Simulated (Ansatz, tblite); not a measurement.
Removing and adding an electron: SiHBr₃. Charge 0, multiplicity 1. Geometry: r2SCAN-D4/def2-SVP. Ansatz, gas phase; energy differences of separate SCF runs; the oxidised species was run as a doublet alone; the reduced species was run as a doublet alone.

```xyz
5

Si    0.083    0.014   -0.107
H     0.979    0.169   -1.273
Br   -1.854   -0.806   -0.795
Br   -0.226    1.995    0.832
Br    1.018   -1.372    1.343
```

The xTB rows come from tblite. Correlated methods freeze 32 core orbitals; core or outer-core shells of Br are correlated, in sets that lack core-valence functions. The rows differ in basis, and correlated rows in double-zeta sets carry the largest basis error. In CCSD on the charge 1 doublet the largest single amplitude is 0.44, so its Hartree–Fock determinant may place the open shell otherwise than the density functionals do.

| level | −HOMO (eV) | vertical IE (eV) | −LUMO (eV) | vertical EA (eV) | HOMO–LUMO gap (eV) | IE − EA (eV) | remarks |
| --- | --- | --- | --- | --- | --- | --- | --- |
| GFN1-xTB | 11.72 | 15.12 | 5.41 | 2.14 | 6.31 | 12.98 | – |
| GFN2-xTB | 12.34 | 15.13 | 6.51 | 3.68 | 5.83 | 11.44 | – |
| PBE-D4/def2-TZVP | 7.31 | 10.00 | 2.10 | – | 5.22 | – | – |
| PBE-D4/def2-TZVPD | 7.35 | – | 2.20 | 0.08 | 5.15 | – | HOMO above zero (-1 doublet) |
| r2SCAN-D4/def2-TZVP | 7.67 | 10.29 | 1.82 | – | 5.85 | – | – |
| r2SCAN-D4/def2-TZVPD | 7.68 | – | 1.88 | -0.10 | 5.80 | – | HOMO above zero (-1 doublet) |
| PBE0-D4/def2-TZVP | 8.59 | 10.49 | 1.22 | – | 7.38 | – | – |
| PBE0-D4/def2-TZVPD | 8.61 | – | 1.34 | -0.09 | 7.28 | – | HOMO above zero (-1 doublet) |
| CCSD/def2-SVP | – | 10.83 | – | – | – | – | large T1 (0.052) (+1 doublet) |
| CCSD(T)/def2-SVP | – | 10.70 | – | – | – | – | large T1 (0.052) (+1 doublet) |

Run but left out: HF/def2-SVP, MP2/def2-SVP (charge +1 doublet: a determinant that CCSD turns far, T1 0.052).   A HOMO above zero means that the electron is unbound at that level or that self-interaction error raises the level; the energy of removing that electron tells which. Raw xTB energy differences between charge states are shifted by several eV; the methods need an empirical correction for them. A negative affinity means that the extra electron isn't bound; its size then hangs on the basis.
